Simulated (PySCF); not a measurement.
PySCF 2.14 output of an unrestricted B2PLYP calculation on a single atom or ion in x2c-TZVPPall (11s7p7d4f2g, 113 functions), with scalar relativity by spin-free X2C-1e:

```
SCF conv_tol = 1e-09
number electrons alpha = 35  beta = 33
    A. D. Becke.,  Phys. Rev. A 38, 3098 (1988)
    C. Lee, W. Yang, and R. G. Parr.,  Phys. Rev. B 37, 785 (1988)
    B. Miehlich, A. Savin, H. Stoll, and H. Preuss.,  Chem. Phys. Lett. 157, 200 (1989)
cycle= 1 E= -14057.6028825081  delta_E= -0.00969  |g|= 0.251  |ddm|= 0.144
cycle= 2 E= -14057.5947238853  delta_E= 0.00816  |g|= 0.429  |ddm|= 0.189
cycle= 3 E= -14057.6077447689  delta_E= -0.013  |g|= 0.00544  |ddm|= 0.0986
cycle= 4 E= -14057.6077930497  delta_E= -4.83e-05  |g|= 0.00422  |ddm|= 0.0206
cycle= 5 E= -14057.6078546861  delta_E= -6.16e-05  |g|= 0.00258  |ddm|= 0.0249
cycle= 6 E= -14057.6077631157  delta_E= 9.16e-05  |g|= 0.00212  |ddm|= 0.0393
cycle= 7 E= -14057.6076000119  delta_E= 0.000163  |g|= 0.00113  |ddm|= 0.147
cycle= 8 E= -14057.6075996345  delta_E= 3.77e-07  |g|= 0.000763  |ddm|= 0.00884
cycle= 9 E= -14057.6075998237  delta_E= -1.89e-07  |g|= 4.27e-05  |ddm|= 0.00153
cycle= 10 E= -14057.607599824  delta_E= -2.84e-10  |g|= 1.45e-05  |ddm|= 0.000447
converged SCF energy = -14057.607599824  <S^2> = 2.001069  2S+1 = 3.0007126
```

The run itself started from symmetry-adapted Hartree-Fock orbitals and held the occupation by maximum overlap, on a logarithmic radial grid, so the iterations belong to that start.

Task: Which element, charge and spin multiplicity is this?

Result: Yb(2+) (ytterbium, charge +2), multiplicity 3; the state was [Xe] 4f13 5d1, one real determinant (an excited configuration). The SCF energy lacks the PT2 part of the double hybrid.

⟨L²⟩ = 17.99 against 30 for a pure H term, so this real determinant mixes terms. Spin-orbit coupling, absent here, splits the open shell strongly.
